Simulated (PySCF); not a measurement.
C2H5 (SMILES [CH2]C), doublet, geometry from GFN2-xTB; PySCF with CCSD(T)/cc-pVDZ.

Input for PySCF:
```python
from pyscf import gto, scf, cc

mol = gto.Mole()
mol.atom = '''
    C    -0.02614715   -0.68564880   -0.01471818
    C     0.00914777    0.78429993    0.01653914
    H     0.98817534   -1.11000404   -0.01568722
    H    -0.53087951   -1.08690884    0.86435588
    H    -0.52155198   -1.05009079   -0.91400379
    H     0.10921562    1.30609826    0.94783358
    H     0.05703688    1.34899869   -0.89342413
'''
mol.basis = 'cc-pvdz'
mol.spin = 1
mol.verbose = 4
mol.build()

mf = scf.UHF(mol)
mf.kernel()

mycc = cc.CCSD(mf, frozen=2)
mycc.kernel()
et = mycc.ccsd_t()
print('E(CCSD(T)) = %.10f' % (mycc.e_tot + et))
```

It wrote (shortened):

```
PySCF version 2.14.0

[INPUT] verbose = 4
[INPUT] num. atoms = 7
[INPUT] num. electrons = 17
[INPUT] charge = 0
[INPUT] spin (= nelec alpha-beta = 2S) = 1
[INPUT] symmetry False subgroup None
[INPUT] Mole.unit = angstrom
[INPUT] Symbol           X                Y                Z      unit          X                Y                Z       unit  Magmom
[INPUT]  1 C     -0.026147150000  -0.685648800000  -0.014718180000 AA   -0.049410952438  -1.295688449637  -0.027813329252 Bohr   0.0
[INPUT]  2 C      0.009147770000   0.784299930000   0.016539140000 AA    0.017286779951   1.482112067216   0.031254444936 Bohr   0.0
[INPUT]  3 H      0.988175340000  -1.110004040000  -0.015687220000 AA    1.867380755649  -2.097603632761  -0.029644549456 Bohr   0.0
[INPUT]  4 H     -0.530879510000  -1.086908840000   0.864355880000 AA   -1.003216879043  -2.053960029969   1.633395887357 Bohr   0.0
[INPUT]  5 H     -0.521551980000  -1.050090790000  -0.914003790000 AA   -0.985590401925  -1.984383999028  -1.727216839914 Bohr   0.0
[INPUT]  6 H      0.109215620000   1.306098260000   0.947833580000 AA    0.206387610325   2.468168003171   1.791145877866 Bohr   0.0
[INPUT]  7 H      0.057036880000   1.348998690000  -0.893424130000 AA    0.107784082200   2.549238066497  -1.688326918778 Bohr   0.0

nuclear repulsion = 37.2771801555113
number of shells = 25
number of NR pGTOs = 87
number of NR cGTOs = 53
basis = cc-pvdz
ecp = {}

******** <class 'pyscf.scf.uhf.UHF'> ********
method = UHF
initial guess = minao
damping factor = 0
level_shift factor = 0
DIIS = <class 'pyscf.scf.diis.CDIIS'>
diis_start_cycle = 1
diis_space = 8
diis_damp = 0
SCF conv_tol = 1e-09
SCF conv_tol_grad = None
SCF max_cycles = 50
direct_scf = True
direct_scf_tol = 1e-13
number electrons alpha = 9  beta = 8
Set gradient conv threshold to 3.16228e-05
init E= -78.649360626286

cycle= 1 E= -78.5727679643403  delta_E= 0.0766  |g|= 0.177  |ddm|= 1.53
cycle= 2 E= -78.5993983376632  delta_E= -0.0266  |g|= 0.0572  |ddm|= 0.187
cycle= 3 E= -78.6027499058572  delta_E= -0.00335  |g|= 0.0212  |ddm|= 0.0709
cycle= 4 E= -78.6031939587728  delta_E= -0.000444  |g|= 0.00901  |ddm|= 0.025
cycle= 5 E= -78.6033329035665  delta_E= -0.000139  |g|= 0.00347  |ddm|= 0.0174
cycle= 6 E= -78.6033561934994  delta_E= -2.33e-05  |g|= 0.00114  |ddm|= 0.00853
cycle= 7 E= -78.6033588347981  delta_E= -2.64e-06  |g|= 0.000365  |ddm|= 0.00309
cycle= 8 E= -78.6033590624029  delta_E= -2.28e-07  |g|= 0.000148  |ddm|= 0.00082
cycle= 9 E= -78.6033591000044  delta_E= -3.76e-08  |g|= 5.6e-05  |ddm|= 0.000345
cycle= 10 E= -78.6033591058842  delta_E= -5.88e-09  |g|= 2.32e-05  |ddm|= 0.000136
cycle= 11 E= -78.6033591070804  delta_E= -1.2e-09  |g|= 8.45e-06  |ddm|= 6.54e-05
cycle= 12 E= -78.6033591072455  delta_E= -1.65e-10  |g|= 2.85e-06  |ddm|= 2.68e-05
Extra cycle  E= -78.6033591072552  delta_E= -9.72e-12  |g|= 1.76e-06  |ddm|= 4.16e-06
converged SCF energy = -78.6033591072552  <S^2> = 0.76230891  2S+1 = 2.0122713

******** <class 'pyscf.cc.uccsd.UCCSD'> ********
CC2 = 0
CCSD nocc = (np.int64(7), np.int64(6)), nmo = (51, 51)
frozen orbitals 2
max_cycle = 50
direct = 0
conv_tol = 1e-07
conv_tol_normt = 1e-06
diis_space = 6
diis_start_cycle = 0
diis_start_energy_diff = 1e+09
Init t2, MP2 energy = -0.267462143633918
Init E_corr(UCCSD) = -0.267462143636567
cycle = 1  E_corr(UCCSD) = -0.294093907251905  dE = -0.0266317636  norm(t1,t2) = 0.0543394
cycle = 2  E_corr(UCCSD) = -0.3008335902698  dE = -0.00673968302  norm(t1,t2) = 0.0181595
cycle = 3  E_corr(UCCSD) = -0.303915174372264  dE = -0.0030815841  norm(t1,t2) = 0.0087212
cycle = 4  E_corr(UCCSD) = -0.30401191653459  dE = -9.67421623e-05  norm(t1,t2) = 0.00245228
cycle = 5  E_corr(UCCSD) = -0.303953061980116  dE = 5.88545545e-05  norm(t1,t2) = 0.0011062
cycle = 6  E_corr(UCCSD) = -0.303967327043049  dE = -1.42650629e-05  norm(t1,t2) = 0.000299074
cycle = 7  E_corr(UCCSD) = -0.303968988763251  dE = -1.6617202e-06  norm(t1,t2) = 8.43435e-05
cycle = 8  E_corr(UCCSD) = -0.303967905656081  dE = 1.08310717e-06  norm(t1,t2) = 3.20976e-05
cycle = 9  E_corr(UCCSD) = -0.303967966790427  dE = -6.11343459e-08  norm(t1,t2) = 1.16496e-05
cycle = 10  E_corr(UCCSD) = -0.303967834161246  dE = 1.32629181e-07  norm(t1,t2) = 4.36253e-06
cycle = 11  E_corr(UCCSD) = -0.303967780459895  dE = 5.37013514e-08  norm(t1,t2) = 1.42987e-06
cycle = 12  E_corr(UCCSD) = -0.30396775942508  dE = 2.1034815e-08  norm(t1,t2) = 5.75344e-07
UCCSD converged
E(UCCSD) = -78.90732686668032  E_corr = -0.30396775942508
UCCSD(T) correction = -0.00715255331217643
E(CCSD(T)) = -78.9144794200
```
